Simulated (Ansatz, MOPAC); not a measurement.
Bond stretch in AlH, singlet. Each curve is given relative to its own lowest point near equilibrium.

| R / Å | A | B | C |
|---|---|---|---|
| 1.22 | 30.9 | 43.9 | 43.9 |
| 1.34 | 16.4 | 19.6 | 19.6 |
| 1.40 | 10.8 | 12.1 | 12.1 |
| 1.49 | 4.6 | 4.8 | 4.8 |
| 1.57 | 1.3 | 1.4 | 1.4 |
| 1.58 | 1.0 | 1.1 | 1.1 |
| 1.66 | 0.0 | 0.0 | 0.0 |
| 1.68 | 0.0 | 0.0 | 0.0 |
| 1.79 | 1.9 | 1.1 | 1.1 |
| 1.82 | 2.8 | 1.8 | 1.8 |
| 1.90 | 5.6 | 3.9 | 3.9 |
| 2.03 | 11.0 | 8.4 | 8.4 |
| 2.24 | 19.6 | 16.9 | 16.9 |
| 2.47 | 29.9 | 26.7 | 26.7 |
| 2.69 | 41.7 | 35.6 | 35.6 |
| 2.93 | 54.8 | 44.5 | 44.5 |
| 3.34 | 72.7 | 56.0 | 57.0 |
| 3.71 | 85.0 | 61.7 | 65.7 |
| 4.02 | 93.3 | 64.7 | 71.3 |
| 4.41 | 101.5 | 67.0 | 76.6 |
| 5.00 | 110.3 | 68.8 | 81.9 |
| 5.80 | 117.6 | 69.1 | 85.9 |
| 6.62 | 122.2 | 69.1 | 88.0 |

Energies in kcal/mol.

### Question
Match the curves with the methods PM3, restricted, heats of formation (MOPAC); restricted PBE/aug-cc-pVQZ in Ansatz (a first-principles code); Ansatz with unrestricted PBE/aug-cc-pVQZ.

### Answer
A is PM3; B is UKS-PBE; C is RKS-PBE.

The unrestricted determinant behind UKS-PBE is spin-contaminated at 3.34 to 6.62 Å (<S²> up to 1.0, against 0.00 for a pure singlet). The restricted form behind RKS-PBE, PM3 keeps the bonding electrons paired and can't separate into open-shell fragments.
